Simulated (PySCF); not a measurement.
A GIAO shielding run with PySCF 2.14 (density fitting, non-relativistic, gas phase) on SMILES F[C@@H]1SCS[SiH2][C@@H]1C1CC1, C₆H₁₁FS₂Si:

```
$ OMP_NUM_THREADS=1 python probes_run.py task.json out

{"job": {"kind": "nmr", "xc": "PBE0", "basis": "pcSseg-1"}, "charge": 0, "multiplicity": 1}
F      1.320363    -1.223967     1.352922
C      0.920507    -1.104740     0.044014
S      2.397175    -0.882755    -1.017834
C      3.215771     0.469011    -0.132145
S      2.430582     2.107759    -0.286887
Si     0.552234     1.653489     0.653706
C     -0.096245     0.017878    -0.095500
C     -1.392114    -0.391713     0.568585
C     -2.391392    -1.223308    -0.178425
C     -2.679206     0.219231     0.110353
H      0.502728    -2.075153    -0.248676
H      4.206502     0.554412    -0.570427
H      3.288792     0.197424     0.918091
H      0.771192     1.488578     2.087419
H     -0.317885     2.754104     0.280886
H     -0.272871     0.144244    -1.168535
H     -1.287691    -0.585944     1.629025
H     -2.942240    -1.976775     0.363378
H     -2.165677    -1.501516    -1.196961
H     -3.429036     0.459936     0.847605
H     -2.640412     0.916748    -0.712307
```

Hardware: 1 thread of an Intel Xeon Platinum 8488C, shared host. The job also computes population analyses, field gradients, ring-centre shieldings.

**Question.** How large is the calculation?

**Answer.** 102 electrons, 246 basis functions and 1344 auxiliary functions.

**Question.** How long does it take, and how much memory does it need?

**Answer.** 73 s of wall time, with 14 SCF cycles and 5 response iterations; peak memory 1.1 GiB. Times on a shared host scatter by some tens of per cent.
